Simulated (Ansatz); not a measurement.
Consider the ligand exchange at the Si–O bond: `O[SiH](O)N[SiH](O)Cl` + HCl → `O[SiH](O)N[SiH](Cl)Cl` + H₂O.

Computed with Ansatz on PBE0-D4/def2-TZVP structures; ΔE is electronic, products minus reactants. CCSD(T)/CBS is the MP2 limit (def2-TZVPP, def2-QZVPP) plus CCSD(T) − MP2 in def2-TZVPP, frozen cores. This one scheme is used for every species. Functionals use def2-TZVPP. B3LYP here is the variant with VWN-RPA as its local correlation; programs differ in this. One conformer a species, not always the lowest.

```json
{"level": "PBE-D4", "ΔE (kJ/mol)": "10.8"}
{"level": "ωB97M-V", "ΔE (kJ/mol)": "15.9"}
{"level": "B2PLYP", "ΔE (kJ/mol)": "19.6"}
{"level": "B3LYP", "ΔE (kJ/mol)": "20.8"}
{"level": "SCS-MP2/def2-TZVPP", "ΔE (kJ/mol)": "17.3"}
{"level": "CCSD(T)/def2-TZVPP", "ΔE (kJ/mol)": "19.6"}
{"level": "MP2/def2-QZVPP", "ΔE (kJ/mol)": "10.6"}
{"level": "SCS-MP2/def2-QZVPP", "ΔE (kJ/mol)": "13.8"}
```

Task: What does CCSD(T)/CBS give? (Estimate.)

Result: The calculation gave: +13.1 kJ/mol. The listed levels differ from it by -2.3, 2.8, 6.5, 7.7, 4.2, 6.5, -2.5, 0.7 kJ/mol.

Largest T1 diagnostic among the species: 0.011.

The D4 term adds −3.3 kJ/mol with B3LYP and −1.8 kJ/mol with PBE0; it sums over pairs of atoms, weighted by their polarisabilities, and B3LYP, whose exchange is more repulsive, gets the larger term.
